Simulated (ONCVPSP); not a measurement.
Ba: variants of one ONCV potential

Base potential:

ONCVPSP 4.0.1 input, shortened (lines: element, Z, core and valence counts, functional; n l f; lmax; l rc ep ncon nbas qcut; lloc lpopt rc5 dvloc0; l nproj debl; icmod fcfact rcfact), LDA (Perdew-Zunger), scalar-relativistic:

```
  Ba 56.00    9    3        3      upf
    1    0    2.00
    2    0    2.00
    2    1    6.00
    3    0    2.00
    3    1    6.00
    3    2   10.00
    4    0    2.00
    4    1    6.00
    4    2   10.00
    5    0    2.00
    5    1    6.00
    6    0    2.00
    2
    0    2.85    0.00    4    8    4.10
    1    2.15    0.00    5    9    4.10
    2    2.55    0.03    5    8    4.00
    4    5    2.10    0.00
    0    2    1.40
    1    2    1.80
    2    1    1.80
    3    5.75    1.50
```

In the d channel the program set the typed energies aside and used 0.050 Ha.

Cutoffs, loose and tight: the cutoffs (Ha) at which the residual kinetic energy of the hardest occupied pseudo-wave falls to 1 and 0.1 mHa per electron. They do not see the model core or the augmentation charge, which bear on the density cutoff. Test errors are all-electron minus pseudo excitation energies from the reference, over the configurations 5s2 5p6 6s1; 5s2 5p6 6s0; 5s2 5p6 6s1.5; 5s2 5p6 6s0 6p2. A dash means not determined; rows that change the core or the reference have their own tests.

| change | outcome | cutoff, loose | cutoff, tight | bound ghosts | GHOST(+) flags above zero | largest test error (meV) |
| --- | --- | --- | --- | --- | --- | --- |
| base | generated, projector energies reset by the program | 17 Ha | 51 Ha | none | s | -6.5 |
| local potential polynomial inside 2.10 bohr (lpopt 5, dvloc0 -1.5 Ha) | generated, projector energies reset by the program | 17 Ha | 51 Ha | none | s | -6.5 |
| local potential polynomial inside 2.10 bohr (lpopt 5, dvloc0 0.5 Ha) | generated, projector energies reset by the program | 17 Ha | 51 Ha | none | s | -6.5 |
| local potential polynomial inside 2.10 bohr (lpopt 5, dvloc0 2 Ha) | generated, projector energies reset by the program | 17 Ha | 51 Ha | none | none | -6.5 |
| local potential polynomial inside 2.10 bohr (lpopt 5, dvloc0 4.5 Ha) | generated, projector energies reset by the program | 17 Ha | 51 Ha | none | none | -6.6 |
| local potential polynomial inside 2.10 bohr (lpopt 5, dvloc0 6.5 Ha) | generated, projector energies reset by the program | 17 Ha | 51 Ha | none | none | -6.6 |
| local potential polynomial inside 2.10 bohr (lpopt 5, dvloc0 8.5 Ha) | generated, projector energies reset by the program | 17 Ha | 51 Ha | none | none | -6.6 |

Reading the sweep of the dvloc0 (base included, trends over the rows without a ghost): The loose cutoff stays near 17 Ha. The median size of the test errors (rows with all tests solved) stays near 2.0 meV.
